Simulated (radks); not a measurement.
Spherical quantum dot in the effective-mass picture: electrons in a hard-walled sphere of radius 10.6, with a point charge +1 (a donor) at the centre, all in effective atomic units (hartree* = m*/eps^2 hartree, bohr* = eps/m* bohr), one dielectric constant everywhere. Calculated with a radial shooting solver with Libxc functionals: non-relativistic Kohn-Sham, PBEsol, spin-polarised, spherical densities. Levels are named by radial order and angular momentum (1s, 1p, 1d, 2s, ...), and open shells are averaged over m. Results are scaled to m* = 0.037 and eps = 7, for which hartree* = 20.55 meV and bohr* = 10.01 nm.

N = 8, configuration 1s2 1p(up 3, down 2) 2s(up 1, down 0). This is the lowest configuration that the search found (a dilute case). Occupied levels:

level    occupation  eigenvalue (meV)  <r> (nm)
1s up             1            15.288     20.42
1s down           1            16.567     66.17
2s up             1            16.698     69.99
1p up             3            16.973     74.08
1p down           2            17.128     73.79

Energy (meV): total 50.3790, kinetic 24.713, external -41.213, Hartree 90.342, exchange-correlation -23.462.

Electron density:

r (nm)  n(r) (e/nm^3)
8.09       0.00006121
16.0       0.00001346
24.0        3.469e-06
31.9        1.403e-06
39.9        1.172e-06
47.8        1.457e-06
55.7        1.954e-06
63.7        2.459e-06
71.6        2.709e-06
79.6        2.447e-06
87.5        1.624e-06
95.4        6.056e-07
103         3.837e-08
